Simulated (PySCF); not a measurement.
Atom-mapped SMILES (the numbers label the heavy atoms): `[CH2:1]=[CH:2][C:3]1=[CH:4][P@:5]([CH3:6])(=[O:7])[CH:8]=[CH:9]1`; H(Xn) means a hydrogen on atom n. Ha(C1) is cis to C3; Hb(C1) is trans to C3.

- GIAO PBE0/pcSseg-1 shieldings
- geometry from GFN2-xTB
- program: PySCF 2.14.0 with density-fitted response routines
- averaged over atoms made equivalent by symmetry, fast rotation or ring inversion, one computed conformer, no solvent, non-relativistic

Referencing at the same level of theory: $^{13}$C (σ = 186.93 ppm), $^{1}$H (σ = 31.72 ppm) against TMS; $^{31}$P (σ = 318.38 ppm) against H3PO4; $^{17}$O (σ = 336.08 ppm) vs H2O.

```json
{"atoms": "H(C6)", "nucleus": "$^{1}$H", "count": "3", "δ (ppm)": "1.51"}
{"atoms": "C9", "nucleus": "$^{13}$C", "count": "1", "δ (ppm)": "?"}
{"atoms": "Ha(C1)", "nucleus": "$^{1}$H", "count": "1", "δ (ppm)": "?"}
{"atoms": "C3", "nucleus": "$^{13}$C", "count": "1", "δ (ppm)": "153.6"}
{"atoms": "C2", "nucleus": "$^{13}$C", "count": "1", "δ (ppm)": "141.4"}
{"atoms": "H(C8)", "nucleus": "$^{1}$H", "count": "1", "δ (ppm)": "6.47"}
{"atoms": "Hb(C1)", "nucleus": "$^{1}$H", "count": "1", "δ (ppm)": "?"}
{"atoms": "C1", "nucleus": "$^{13}$C", "count": "1", "δ (ppm)": "?"}
{"atoms": "H(C9)", "nucleus": "$^{1}$H", "count": "1", "δ (ppm)": "7.17"}
{"atoms": "C6", "nucleus": "$^{13}$C", "count": "1", "δ (ppm)": "18.2"}
{"atoms": "H(C4)", "nucleus": "$^{1}$H", "count": "1", "δ (ppm)": "?"}
{"atoms": "H(C2)", "nucleus": "$^{1}$H", "count": "1", "δ (ppm)": "6.84"}
{"atoms": "P5", "nucleus": "$^{31}$P", "count": "1", "δ (ppm)": "24.9"}
{"atoms": "C8", "nucleus": "$^{13}$C", "count": "1", "δ (ppm)": "140.8"}
{"atoms": "C4", "nucleus": "$^{13}$C", "count": "1", "δ (ppm)": "135.6"}
{"atoms": "O7", "nucleus": "$^{17}$O", "count": "1", "δ (ppm)": "75.8"}
```

Fill in the missing shifts.

Answers


- C9: 141.7 ppm, alkene CH; an sp2 carbon of a C=C bond
- C1: 125.3 ppm, terminal =CH2 carbon; an sp2 carbon of a C=C bond
- H(C4): 6.02 ppm, hydrogen on an alkene CH; a vinylic proton, deshielded by the sp2 carbon and the C=C anisotropy
- Ha(C1): 5.86 ppm, hydrogen on a terminal =CH2 carbon; attached to an sp2 carbon and in the plane of the double bond
- Hb(C1): 5.78 ppm, hydrogen on a terminal =CH2 carbon; a vinylic proton, deshielded by the sp2 carbon and the C=C anisotropy

Shifts are as computed. Against solution values, carbons near 30 ppm lie about +3 ppm off and those near 130 ppm about +5 ppm. Of 1211 compounds with measured shifts, 218 miss one by over three times the rms of a fit or turn the order of signals round; such compounds aren't used in these exercises. Experimental scales use liquid or dissolved standards, which lie at an offset from isolated H2O (liquid H2O: subtract about 36 ppm) and H3PO4.
